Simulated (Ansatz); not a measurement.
Reaction (formal exchange of groups at the Se–Si bond): `[SiH3][SiH2][SeH]` + `[F][GeH]([F])[F]` → `[F][Ge]([F])([F])[SeH]` + disilane

Program: Ansatz. Geometries: PBE0-D4/def2-TZVP. ΔE: electronic, gas phase. CCSD(T)/CBS adds triple-zeta CCSD(T) − MP2 to the extrapolated MP2 energy (def2 sets, frozen cores). Functionals use def2-TZVPP. HSE06 is defined as in plane-wave codes. For Ge, Se outer-core shells are correlated without core-valence functions, which leaves a few kJ/mol of doubt a bond. Scalar relativity is left out up to krypton. Each species was taken in one conformer, which may not be the lowest.

Task: Is it downhill or uphill in electronic energy at CCSD(T)/CBS, and by how much? (Best estimate.)

Result: Ansatz gave: Uphill: ΔE = +9.4 kJ/mol.

Task: What do these levels give: r2SCAN0-D4, BHLYP-D4, B2PLYP, BLYP, HSE06, RPA@PBE/def2-TZVPP, MP2/def2-SVP, CCSD/def2-SVP, CCSD(T)/def2-SVP, HF/def2-TZVPP, SCS-MP2/def2-TZVPP, MP2/def2-QZVPP? (Estimate.)

Result: Ansatz gave: r2SCAN0-D4 6.8, BHLYP-D4 5.7, B2PLYP 4.4, BLYP -0.9, HSE06 6.3, RPA@PBE/def2-TZVPP 2.9, MP2/def2-SVP 5.8, CCSD/def2-SVP 3.1, CCSD(T)/def2-SVP 2.2, HF/def2-TZVPP 6.7, SCS-MP2/def2-TZVPP 7.4, MP2/def2-QZVPP 11.6 kJ/mol.

Largest T1 diagnostic among the species: 0.013.

From BLYP to BHLYP (50 % exact exchange), in def2-TZVPP and without D4, ΔE moves by +5.3 kJ/mol. Leaving LDA and LC-ωPBE aside and taking each functional with its dispersion term where it has one, the values, not all of them listed here, spread over 8.3 kJ/mol, from BLYP-D4 to PBE-QIDH. At CCSD(T), def2-SVP lies −7.2 kJ/mol from the extrapolated value and def2-TZVPP −4.2 kJ/mol.
